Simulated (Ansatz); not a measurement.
C4H5BO, SMILES C(#C)B1COC1.

Coordinates come from a PBE0-D3(BJ)/def2-SVP optimisation. The structure was generated by enumeration, and PubChem lists no compound with its InChIKey, so it may never have been made.

Two levels are set side by side: PBE/def2-SVPD (Ansatz, a first-principles code) and CAM-B3LYP/def2-SVPD (Ansatz). Energy differences of separate SCF runs at the same geometry; the states with an electron removed or added have multiplicity 2 and 2. Differences are taken from unrounded values.

```json
[
 {"quantity": "vertical ionisation energy (eV)", "CAM-B3LYP": "9.74"},
 {"quantity": "vertical singlet–triplet gap (eV)", "CAM-B3LYP": "3.94"}
]
```

Problem. What does PBE give, and how far is it from CAM-B3LYP? (Estimate from the structure and the level; the computed values follow.)

Solution. 
| quantity | PBE | PBE minus CAM-B3LYP |
|---|---|---|
| vertical ionisation energy (eV) | 9.19 | -0.55 |
| vertical singlet–triplet gap (eV) | 3.32 | -0.62 |
